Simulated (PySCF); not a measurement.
In(H)(Br)2, SMILES [InH]([Br])[Br], PBE0/def2-SVP optimised geometry.

```
4

In    -0.74    -0.42     0.00
H     -1.68    -1.85     0.00
Br    -1.74     1.85     0.00
Br     1.74    -0.42     0.00
```

Density from PBE0/def2-TZVP, def2 effective core potentials past Kr run with PySCF at that geometry. The core electrons that the potentials of In replace are not part of the density.

Minimum of the electron density along straight lines between bonded atoms, close to the bond critical point (lines longer than 1.1 times the sum of covalent radii, or with two minima, are not listed):

```csv
bond,length / Å,ρ at the minimum / e bohr⁻³,∇²ρ there / e bohr⁻⁵,position (fraction from the first atom)
In1–H2,1.708,0.110,0.08,0.64
In1–Br3,2.476,0.075,0.14,0.47
In1–Br4,2.476,0.075,0.14,0.47
```
